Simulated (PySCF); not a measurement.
# Reading the logs of faulty runs: AlBCH3N

All numbers below are calculated, not measured. They come from PySCF 2.14.0, an open-source quantum chemistry program, on an isolated molecule that a program drew, which may never have been made. The molecule is AlBCH3N (charge 0, singlet), drawn as the SMILES string `B=N[CH2][Al]`.

Each row is a Hartree-Fock (HF) and frozen-core CCSD(T) single point in the cc-pV(D+d)Z basis, meant for a local HF minimum. Run 1 is clean. Each other run has one planted mistake out of seven kinds, and not every kind appears here: one electron removed, one electron added, multiplicity raised by two, geometry at a saddle point, minimal basis STO-3G, one bond length entered in bohr, all coordinates scaled. The reference is restricted for singlets and unrestricted otherwise, and also for a bond in bohr. Adding or removing an electron swaps singlet and doublet. Electrons count all cores. HOMO and LUMO are orbital energies over both spins, the gradient is its largest component, and the lowest frequency (negative if imaginary) is given only where the gradient is small. Bond lengths are over the 6 bonds as drawn. T1 is the CCSD diagnostic: over 0.02 (restricted) or 0.045 (unrestricted) a single reference is doubtful.

Geometry of the clean run:
```xyz
7
AlBCH3N, angstrom
B    -0.3949   -2.1100    0.7211
N    -0.7268   -1.0013    0.2790
C    -1.3630    0.1082   -0.3562
Al   -2.6815   -1.3430   -0.8930
H    -0.0082   -3.1174    1.1768
H    -1.6583    0.8647    0.3722
H    -0.7152    0.5565   -1.1108
```

| run | electrons | basis functions | <S^2> | HOMO (eV) | LUMO (eV) | gradient (hartree/bohr) | lowest frequency (cm^-1) | mean bond (Å) | longest bond (Å) | T1 | HF (hartree) | CCSD(T) (hartree) | mistake |
|---|---|---|---|---|---|---|---|---|---|---|---|---|---|
| 1 | 34 | 80 | 0.000 | -7.67 | 1.48 | 2.6e-05 | 112 | 1.3422 | 2.033 | 0.0163 | -360.64419 | -361.13112 | no fault |
| 2 | 34 | 80 | 2.007 | -5.94 | 0.26 | 1.2e-02 | - | 1.3422 | 2.033 | 0.0204 | -360.58513 | -361.04597 | multiplicity raised by two |
| 3 | 34 | 80 | 0.000 | -7.65 | 1.51 | 2.4e-02 | - | 1.3207 | 2.000 | 0.0159 | -360.64223 | -361.12593 | all coordinates scaled |
| 4 | 34 | 80 | 1.026 | -5.73 | 0.86 | 5.3e-02 | - | 1.6436 | 3.842 | 0.0338 | -360.57875 | -361.03171 | one bond length entered in bohr |
| 5 | 33 | 80 | 0.820 | -14.96 | -5.92 | 2.8e-02 | - | 1.3422 | 2.033 | 0.0219 | -360.39525 | -360.84521 | ? |
| 6 | 34 | 27 | 0.000 | -4.49 | 9.54 | 8.3e-02 | - | 1.3422 | 2.033 | 0.0170 | -356.22961 | -356.47344 | ? |

**Which mistake was planted in run 5, and what did it cost?**

It counts 33 electrons, one fewer than the clean run, at the same geometry and basis. So the mistake is: one electron removed. Subtracting run 1 and multiplying by 627.51 kcal/mol a hartree, the energy moved by 156.2 kcal/mol in HF and 179.4 kcal/mol in CCSD(T).

**Which mistake was planted in run 6, and what did it cost?**

It has 27 basis functions where the clean run has 80, with the same electrons and geometry. So the mistake is: minimal basis STO-3G. Subtracting run 1 and multiplying by 627.51 kcal/mol a hartree, the energy moved by 2770.2 kcal/mol in HF and 2922.7 kcal/mol in CCSD(T).

